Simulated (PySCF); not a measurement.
Molecule: `InChI=1S/C5H13BO/c1-5-3-2-4-7(5)6/h5H,2-4H2,1,6H3/t5-/m1/s1`.

Geometry (Å), atoms numbered from 1 in this order:
```xyz
20

B    -0.778    1.907    0.962
O    -0.378    0.694   -0.053
C    -1.468   -0.154   -0.384
C    -0.807   -1.416   -0.918
C     0.371   -1.561    0.045
C     0.743   -0.105    0.372
C     1.978    0.383   -0.373
H     0.208    2.564    1.042
H    -1.675    2.457    0.412
H    -1.094    1.392    1.994
H    -2.066   -0.366    0.511
H    -2.088    0.373   -1.110
H    -0.453   -1.256   -1.937
H    -1.475   -2.274   -0.908
H     0.056   -2.087    0.947
H     1.207   -2.100   -0.395
H     0.881    0.038    1.449
H     2.105    1.448   -0.198
H     1.866    0.217   -1.442
H     2.862   -0.142   -0.020
```

Frames of a GFN2-xTB Langevin trajectory at 300 K; GIAO PBE0/pcSseg-1 shieldings in PySCF, gas phase, non-relativistic; equivalent atoms averaged within each frame.

References, each an isolated molecule treated in the same way: 11B (σ = 100.07 ppm) against BF3·OEt2; 17O (σ = 336.08 ppm) vs H2O; 13C (σ = 186.93 ppm), 1H (σ = 31.72 ppm) vs TMS. The references are static minima.

Q: How do the shifts (ppm) fluctuate along the trajectory?

A: 
| time (fs) | B1 | O2 | C3 | C6 | C5 | C4 | C7 | H17 | H12 | H8/H9/H10 |
| --- | --- | --- | --- | --- | --- | --- | --- | --- | --- | --- |
| optimised geometry | -4.0 | 67.2 | 80.3 | 86.1 | 34.8 | 28.0 | 23.4 | 4.31 | 4.38 | 2.94 |
| 250 | 6.1 | 52.3 | 86.1 | 78.8 | 36.0 | 28.5 | 26.1 | 5.38 | 5.13 | 3.70 |
| 425 | 6.5 | 76.2 | 88.2 | 82.0 | 33.7 | 30.4 | 25.7 | 3.94 | 4.42 | 3.55 |
| 625 | -4.9 | 82.7 | 75.4 | 90.5 | 39.0 | 27.6 | 24.6 | 5.39 | 4.16 | 3.30 |
| 800 | -10.7 | 70.3 | 82.9 | 91.1 | 36.8 | 26.4 | 30.1 | 4.78 | 3.80 | 3.13 |
| 1000 | 6.0 | 83.5 | 91.0 | 89.6 | 36.5 | 22.3 | 33.1 | 4.71 | 5.06 | 3.50 |
| mean of frames | 0.6 | 73.0 | 84.7 | 86.4 | 36.4 | 27.0 | 27.9 | 4.84 | 4.51 | 3.44 |
| standard deviation | 7.9 | 12.8 | 6.0 | 5.6 | 1.9 | 3.0 | 3.6 | 0.59 | 0.58 | 0.22 |

5 frames give an uncertainty of the mean of about the standard deviation over 2.2 at best, since frames this close in time may not be independent; classical motion lacks zero-point vibration, and the reference would need the same averaging.
